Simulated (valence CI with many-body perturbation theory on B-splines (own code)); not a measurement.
## Energy levels of Ho XXXV

Computed by configuration interaction combined with many-body perturbation theory (CI+MBPT): five valence electrons over a frozen Dirac-Fock core [Ar] 3d10, radial functions for each j: 11 s, 11 p, 10 d, 8 f, 5 g, 2 h, with the one-electron correlation potential Σ1 (screened to all orders), the two-electron term Σ2, the three-electron term Σ3, Breit, model QED; selected single and double excitations, second order for the rest, scaled by the run's own slope (own B-spline code, finite nucleus).

No measured spectrum was set against this ion. As an estimate, large intervals hold to a few tenths of a per cent, small ones and those within an open d or f shell to about a per cent. Among the levels kept, up to 2100 cm⁻¹ of a level comes from second order outside the variational space, and about a tenth of that is noise between levels of different J, which matters for small intervals.

Levels 1 to 45 of 173, with energies above the lowest level, (4s^2 4p1/2^2 4p3/2) J=3/2. "Leading %" is the weight of the configuration and term that name the level; weights of strongly mixed levels are sums over their largest components and can fall short, so below about 35 % the name and the second component can differ from the true leading terms, or belong to a minority configuration. In the jj column 3d3/2^4 stands for four electrons in 3d with j = 3/2. Lifetimes count E1, E2, E3, M1 and M2 decay at the calculated energies, and are blank where another channel may lead or the interval is too uncertain; long ones can be off by a factor of two.

| No. | Configuration | Term | J | E (cm⁻¹) | Leading % | g | Lifetime | Leading jj |
| --- | --- | --- | --- | --- | --- | --- | --- | --- |
| 1 | 4s2 4p3 | 2P° | 3/2 | 0 | 45 | 1.386 |  | 4s^2 4p1/2^2 4p3/2 (98 %) |
| 2 | 4s2 4p3 | 4S° | 3/2 | 406040 | 53 | 1.446 | 747 ns | 4s^2 4p1/2 4p3/2^2 (98 %) |
| 3 | 4s2 4p3 | 2D° | 5/2 | 443890 | 99 | 1.197 | 3.72 μs | 4s^2 4p1/2 4p3/2^2 (99 %) |
| 4 | 4s2 4p3 | 2P° | 1/2 | 491450 | 98 | 0.661 | 1.01 μs | 4s^2 4p1/2 4p3/2^2 (98 %) |
| 5 | 4s2 4p3 | 2P° | 3/2 | 903900 | 53 | 1.293 | 357 ns | 4s^2 4p3/2^3 (98 %) |
| 6 | 4s2 4p2 4d | 2D | 3/2 | 1033400 | 33 | 0.838 | 606 ps | 4s^2 4p1/2^2 4d3/2 (88 %) |
| 7 | 4s 4p4 | 4P | 5/2 | 1037500 | 67 | 1.486 | 58.7 ps | 4s 4p1/2^2 4p3/2^2 (86 %) |
| 8 | 4s 4p4 | 2S | 1/2 | 1157300 | 53 | 2.173 | 7.97 ps | 4s 4p1/2^2 4p3/2^2 (90 %) |
| 9 | 4s 4p4 | 2D | 3/2 | 1180200 | 30 | 1.130 | 3.96 ps | 4s 4p1/2^2 4p3/2^2 (76 %) |
| 10 | 4s2 4p2 4d | 4D | 5/2 | 1196200 | 24 | 1.206 | 5.55 ps | 4s^2 4p1/2^2 4d5/2 (84 %) |
| 11 | 4s2 4p2 4d | 4D | 3/2 | 1436800 | 25 | 1.009 | 44.5 ps | 4s^2 4p1/2 4p3/2 4d3/2 (76 %) |
| 12 | 4s2 4p2 4d | 4F | 5/2 | 1443400 | 42 | 0.991 | 384 ps | 4s^2 4p1/2 4p3/2 4d3/2 (93 %) |
| 13 | 4s2 4p2 4d | 4D | 1/2 | 1445000 | 73 | 0.294 | 135 ps | 4s^2 4p1/2 4p3/2 4d3/2 (93 %) |
| 14 | 4s 4p4 | 4P | 3/2 | 1463300 | 48 | 1.447 | 40.6 ps | 4s 4p1/2 4p3/2^3 (58 %) |
| 15 | 4s2 4p2 4d | 2G | 7/2 | 1482200 | 42 | 1.065 | 99.3 ns | 4s^2 4p1/2 4p3/2 4d3/2 (92 %) |
| 16 | 4s 4p4 | 2D | 5/2 | 1508200 | 42 | 1.210 | 58.0 ps | 4s 4p1/2 4p3/2^3 (58 %) |
| 17 | 4s2 4p2 4d | 4D | 7/2 | 1539900 | 47 | 1.311 | 2.24 ns | 4s^2 4p1/2 4p3/2 4d5/2 (98 %) |
| 18 | 4s 4p4 | 2P | 1/2 | 1570500 | 24 | 1.334 | 1.80 ps | 4s^2 4p1/2 4p3/2 4d3/2 (52 %) |
| 19 | 4s2 4p2 4d | 4P | 5/2 | 1578800 | 37 | 1.261 | 1.25 ps | 4s^2 4p1/2 4p3/2 4d3/2 (65 %) |
| 20 | 4s2 4p2 4d | 2G | 9/2 | 1581000 | 56 | 1.203 |  | 4s^2 4p1/2 4p3/2 4d5/2 (98 %) |
| 21 | 4s2 4p2 4d | 2D | 3/2 | 1583600 | 32 | 1.194 | 945 fs | 4s^2 4p1/2 4p3/2 4d3/2 (78 %) |
| 22 | 4s2 4p2 4d | 4D | 3/2 | 1607800 | 35 | 1.147 | 4.49 ps | 4s^2 4p1/2 4p3/2 4d5/2 (51 %) |
| 23 | 4s2 4p2 4d | 2S | 1/2 | 1634600 | 35 | 1.868 | 1.59 ps | 4s^2 4p1/2 4p3/2 4d3/2 (42 %) |
| 24 | 4s2 4p2 4d | 4D | 5/2 | 1649100 | 35 | 1.172 | 2.32 ps | 4s^2 4p1/2 4p3/2 4d5/2 (49 %) |
| 25 | 4s2 4p2 4d | 2F | 7/2 | 1667800 | 42 | 1.093 | 3.71 ps | 4s^2 4p1/2 4p3/2 4d5/2 (85 %) |
| 26 | 4s2 4p2 4d | 2P | 3/2 | 1674300 | 38 | 1.350 | 1.93 ps | 4s^2 4p1/2 4p3/2 4d5/2 (54 %) |
| 27 | 4s2 4p2 4d | 2D | 5/2 | 1694100 | 53 | 1.213 | 1.54 ps | 4s^2 4p1/2 4p3/2 4d5/2 (79 %) |
| 28 | 4s2 4p2 4d | 2D | 3/2 | 1712900 | 50 | 0.891 | 2.62 ps | 4s^2 4p1/2 4p3/2 4d5/2 (57 %) |
| 29 | 4s2 4p2 4d | 2P | 1/2 | 1745100 | 60 | 1.055 | 1.62 ps | 4s^2 4p1/2 4p3/2 4d5/2 (67 %) |
| 30 | 4s2 4p2 4d | 2S | 1/2 | 1965400 | 25 | 1.774 | 4.50 ps | 4s 4p3/2^4 (41 %) |
| 31 | 4s2 4p2 4d | 2P | 1/2 | 1987500 | 60 | 1.080 | 1.74 ps | 4s^2 4p3/2^2 4d3/2 (64 %) |
| 32 | 4s2 4p2 4d | 2D | 3/2 | 1987900 | 37 | 1.169 | 1.11 ps | 4s^2 4p3/2^2 4d3/2 (89 %) |
| 33 | 4s2 4p2 4d | 2D | 5/2 | 1993600 | 31 | 1.205 | 1.23 ps | 4s^2 4p3/2^2 4d3/2 (82 %) |
| 34 | 4s2 4p2 4d | 2F | 7/2 | 1994300 | 44 | 1.272 | 8.53 ps | 4s^2 4p3/2^2 4d5/2 (86 %) |
| 35 | 4s2 4p2 4d | 4F | 9/2 | 2008500 | 56 | 1.235 | 626 ns | 4s^2 4p3/2^2 4d5/2 (98 %) |
| 36 | 4s2 4p2 4d | 2F | 7/2 | 2022000 | 67 | 1.083 | 1.35 ps | 4s^2 4p3/2^2 4d3/2 (79 %) |
| 37 | 4s2 4p2 4d | 2D | 3/2 | 2066200 | 61 | 0.925 | 1.32 ps | 4s^2 4p3/2^2 4d3/2 (83 %) |
| 38 | 4s 4p3 4d | 6D° | 5/2 | 2075900 | 29 | 1.319 | 43.0 ps | 4s 4p1/2^2 4p3/2 4d3/2 (90 %) |
| 39 | 4s 4p3 4d | 6D° | 3/2 | 2080500 | 36 | 1.405 | 29.8 ps | 4s 4p1/2^2 4p3/2 4d3/2 (91 %) |
| 40 | 4s 4p3 4d | 6D° | 1/2 | 2080500 | 43 | 2.641 | 52.5 ps | 4s 4p1/2^2 4p3/2 4d3/2 (91 %) |
| 41 | 4s 4p3 4d | 6D° | 7/2 | 2094600 | 30 | 1.339 | 84.9 ps | 4s 4p1/2^2 4p3/2 4d3/2 (76 %) |
| 42 | 4s2 4p2 4d | 2D | 5/2 | 2101400 | 78 | 1.204 | 524 ps | 4s^2 4p3/2^2 4d5/2 (97 %) |
| 43 | 4s 4p3 4d | 4F° | 3/2 | 2154000 | 30 | 0.955 | 8.89 ps | 4s 4p1/2^2 4p3/2 4d3/2 (72 %) |
| 44 | 4s 4p3 4d | 6D° | 9/2 | 2164900 | 42 | 1.394 | 76.6 ps | 4s 4p1/2^2 4p3/2 4d5/2 (93 %) |
| 45 | 4s2 4p2 4d | 2D | 3/2 | 2165200 | 46 | 1.132 | 1.78 ps | 4s^2 4p3/2^2 4d5/2 (86 %) |

The ionisation energy to 4s2 4p2 3P_0 of the next ion comes out as 1444.3 eV (NIST: 1443 ± 5 eV (theoretical)). All 173 levels together are meant to be complete up to 3252600 cm⁻¹.
